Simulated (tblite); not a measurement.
Species: CH11NSi3.
Atom-mapped SMILES: `[SiH3:1][CH2:2][N:3]([SiH3:4])[SiH3:5]` (hydrogens: H6, H7, H8 on Si1; H9, H10 on C2; H11, H12, H13 on Si4; H14, H15, H16 on Si5)

The geometry is computed with GFN2-xTB (gas phase).

What internal coordinates does the optimisation give?

```
                    bond  length (Å)
                  Si1–C2       1.907
                   C2–N3       1.457
          N3–Si4, N3–Si5       1.733
  Si1–H6, Si1–H7, Si1–H8       1.464
           C2–H9, C2–H10       1.095
Si4–H11 and 3 like bonds       1.462
        Si4–H12, Si5–H16       1.470
```

Bonds in one row agree within 0.01 Å and their mean is given. A selection of angles:
```
      angle  degrees
  C2–Si1–H6    107.1
  C2–Si1–H7    110.2
  H6–Si1–H7    109.7
  Si1–C2–N3    115.4
  Si1–C2–H9    108.9
   N3–C2–H9    108.5
  H9–C2–H10    106.3
  C2–N3–Si4    117.0
 Si4–N3–Si5    124.8
 N3–Si4–H11    106.7
 N3–Si4–H12    112.1
H11–Si4–H12    109.1
H11–Si4–H13    111.9
```

Dihedral angles: Si1–C2–N3–Si4 84° (synclinal).

Of the pairs four or more bonds apart, H9···H15 is among the closest relative to their van der Waals radii: 2.47 Å, 103 % of the sum of Bondi's values. Si4 (SiH3 silicon) is tetrahedral (angles from 106.7° to 112.1°). Si1 (SiH3 silicon) is tetrahedral (angles from 107.1° to 110.2°). N3 (nitrogen bridging silicon atoms) is almost planar (angles 124.8°, 117.0° and 117.0°, sum 358.8°, 0.10 Å off the plane of its three neighbours).

Point group: Cs (tolerance 0.08 Å). Its GFN2-xTB frequencies are all real (lowest 48 cm⁻¹). The numbers are those of one conformer.
